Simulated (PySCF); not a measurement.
**Correlation energy of Tc+ (technetium, charge +1)**

[Kr] 4d5 5s1, high-spin 7S determinant. Calculation: PySCF 2.14, in x2c-QZVPPall; the spin-free X2C one-electron Hamiltonian (Gaussian nucleus). Frozen: [Ar] 3d10; 14 electrons correlated.

MP2 pair energies summed by pair of shells (mhartree):

```json
{"pair": "4p-4d", "energy": "-159.13", "share (%)": "39.4"}
{"pair": "4p-4p", "energy": "-82.65", "share (%)": "20.5"}
{"pair": "4d-4d", "energy": "-61.67", "share (%)": "15.3"}
{"pair": "4s-4p", "energy": "-34.97", "share (%)": "8.7"}
{"pair": "4s-4d", "energy": "-22.62", "share (%)": "5.6"}
{"pair": "4d-5s", "energy": "-21.29", "share (%)": "5.3"}
{"pair": "4p-5s", "energy": "-15.09", "share (%)": "3.7"}
{"pair": "4s-4s", "energy": "-5.45", "share (%)": "1.3"}
{"pair": "4s-5s", "energy": "-1.10", "share (%)": "0.3"}
```

Total MP2 correlation energy: -403.96 mhartree.

Same-spin part -153.47 and opposite-spin part -250.49 mhartree; SCS-MP2 scales them by 1/3 and 6/5 to -351.74 mhartree.

This basis was not built for core-valence correlation, so the inner-shell part is incomplete.
